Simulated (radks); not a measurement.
The numbers below are computed, except where a source is named.
Problem. Valence configurations of Cd (all share [Kr]). Code: a radial shooting solver on a logarithmic mesh with Libxc functionals. Model: scalar-relativistic Kohn-Sham, PBE, spin-polarised, spherical densities, point nucleus; open shells are filled with parallel spins first (spin-orbit coupling, left out, can overturn this in heavy ions). Order these by energy: 4d9 5s1 5p2; 4d9 5s2 5p1; 4d10 5s2; 4d9.5 5s2 5p0.5; 4d8 5s1 5p3; 4d7.5 5s1 5p3.5; 4d10 5p2; 4d10 5s1 5p1; 4d8 5s2 5p2; 4d9 5p3.

Solution. From the lowest, in eV above it: 4d10 5s2 0.000; 4d10 5s1 5p1 4.045; 4d9.5 5s2 5p0.5 5.704; 4d10 5p2 9.076; 4d9 5s2 5p1 12.260; 4d9 5s1 5p2 16.485; 4d9 5p3 22.405; 4d8 5s2 5p2 27.844; 4d8 5s1 5p3 32.087; 4d7.5 5s1 5p3.5 42.407. NIST lists [Kr] 4d10 5s2 as the ground configuration; this level of theory agrees among the configurations tried. The energies are those of spherical high-spin densities, not of single terms.
